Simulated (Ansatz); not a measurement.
Molecule: C$_{3}$HO, net charge -1, singlet state. It need not be the lowest isomer of its formula. Whether it binds its extra electron was not tested at this geometry. 
Coordinates optimised at B3LYP-D3(BJ)/def2-TZVP (Ansatz, a program for electronic structure):
```
C
C 1 1.2720
O 2 1.2123 1 172.25
C 1 1.3450 2 164.56 3 180.00
H 4 1.1169 1 109.29 2 180.00
```
Charge -1, spin multiplicity 1.

Basis-set convergence of Hartree-Fock and CCSD(T) correlation energies (hartree) with Ansatz. Correlated levels leave the core frozen unless marked. Spin-orbit coupling is left out. No relativistic terms.

The Hartree-Fock reference is unstable (checked in the largest basis), which strains HF and MP2. 

| basis | functions | E(HF) | E(corr, CCSD(T)) | rough core time |
|---|---|---|---|---|
| aug-cc-pVDZ | 101 | -188.94644 | -0.63074 | under 20 s |
| aug-cc-pVTZ | 207 | ___ | ___ | 60 s |

Fill in the missing entries.


- aug-cc-pVTZ, E(HF): -188.98896
- aug-cc-pVTZ, E(corr, CCSD(T)): -0.74814
